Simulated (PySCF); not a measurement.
Si(Cl)(SiH3) (ClH₃Si₂), SMILES Cl[Si][SiH3] (connectivity only; charge and spin as stated), neutral, multiplicity 1.

The structure is a stationary point at ωB97X-D3(BJ)/def2-TZVP.

Computed with ωB97X/def2-TZVPD (PySCF).

Symmetry labels are those of the subgroup Cs that the program uses (full group Cs).

Computed valence orbital energies around the gap with their symmetry:
```csv
orbital,symmetry,energy (eV)
HOMO−7,A',-18.57
HOMO−6,A',-16.15
HOMO−5,A',-12.90
HOMO−4,A",-12.79
HOMO−3,A',-12.42
HOMO−2,A",-12.16
HOMO−1,A',-11.75
HOMO,A',-8.67
LUMO,A",-1.17
LUMO+1,A',1.32
LUMO+2,A',1.75
LUMO+3,A',1.84
```
